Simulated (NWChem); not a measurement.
# HfSCl$_{2}$; SMILES [S]=[Hf]([Cl])[Cl]

def2 effective core potentials on Hf; no spin-orbit coupling.

**Question.** Give the equilibrium geometry at PBE0/def2-SVP with def2 effective core potentials on Hf (NWChem) as a Z-matrix, with the point group.

**Answer.** point group Cs; any orientation.
```
Hf
S 1 2.2030
Cl 1 2.3498 2 111.38
Cl 1 2.3498 2 111.38 3 -132.93
```
